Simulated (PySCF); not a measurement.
How methods differ on the ionisation energy of Cr

Cr [Ar] 3d5 4s1 (7S) → Cr⁺ [Ar] 3d5 (6S), as a difference of total energies. All numbers are calculated (PySCF 2.14, the spin-free X2C one-electron Hamiltonian (Gaussian nucleus), in x2c-QZVPPall (11s7p5d3f2g, 96 functions)). Correlated levels: valence: [Ar] frozen. The calculations carry no spin-orbit coupling.

```
           method  ionisation energy (eV)
              UHF                   6.008
    MP2 (valence)                   6.511
SCS-MP2 (valence)                   6.176
   CCSD (valence)                   6.534
CCSD(T) (valence)                   6.573
```

Errors of the correlated levels include the incompleteness of this basis and the frozen core.

Problem. Which method comes closest to the reference value, and which is furthest?

Solution. The reference is 6.767 eV (measured; NIST Atomic Spectra Database, ionization energies). Closest: CCSD(T) (valence) (error -0.194 eV); furthest: UHF (error -0.759 eV).
